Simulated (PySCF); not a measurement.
**Correlation energy of Rh (rhodium, neutral)**

[Kr] 4d8 5s1, high-spin 4F determinant. All numbers are calculated (PySCF 2.14, the spin-free X2C one-electron Hamiltonian (Gaussian nucleus), in x2c-TZVPPall). Frozen: [Kr]; 9 electrons correlated.

MP2 pair energies summed by pair of shells (mhartree):

```json
{"pair": "4d-4d", "energy": "-216.28", "share (%)": "87.6"}
{"pair": "4d-5s", "energy": "-30.49", "share (%)": "12.4"}
```

Total MP2 correlation energy: -246.77 mhartree.

Same-spin part -95.40 and opposite-spin part -151.37 mhartree; SCS-MP2 scales them by 1/3 and 6/5 to -213.44 mhartree.
